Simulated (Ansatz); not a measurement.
Reaction (cleavage of the Si–Ga bond): `[OH][GaH][SiH2][SeH]` + `N[SiH3]` → `[SiH3]N[SiH2][SeH]` + `[OH][GaH2]`

Computed with Ansatz on PBE0-D4/def2-TZVP structures; ΔE is electronic, products minus reactants. CCSD(T)/CBS is the MP2 limit (def2-TZVPP, def2-QZVPP) plus CCSD(T) − MP2 in def2-TZVPP, frozen cores. This one scheme is used for every species. For Ga, Se outer-core shells are correlated without core-valence functions, which leaves a few kJ/mol of doubt a bond. Scalar relativity is left out up to krypton. One conformer a species, not always the lowest.

```json
{"species": "`[OH][GaH][SiH2][SeH]`", "CCSD(T)/CBS(def2) energy (Eh)": "-4691.95678"}
{"species": "`N[SiH3]`", "CCSD(T)/CBS(def2) energy (Eh)": "-346.80422"}
{"species": "`[SiH3]N[SiH2][SeH]`", "CCSD(T)/CBS(def2) energy (Eh)": "-3037.84858"}
{"species": "`[OH][GaH2]`", "CCSD(T)/CBS(def2) energy (Eh)": "-2000.92981"}
```

Work out ΔE.

ΔE = (-3037.84858) + (-2000.92981) − (-4691.95678) − (-346.80422) = -0.01739 Eh = -45.7 kJ/mol.

Largest T1 diagnostic among the species: 0.015.

From PBE to PBE0 (25 % exact exchange), in def2-TZVPP and without D4, ΔE moves by −6.4 kJ/mol. The D4 term adds −5.3 kJ/mol with B3LYP and −3.0 kJ/mol with PBE0; it sums over pairs of atoms, weighted by their polarisabilities, and B3LYP, whose exchange is more repulsive, gets the larger term.

B3LYP here is the variant with VWN-RPA as its local correlation; programs differ in this.
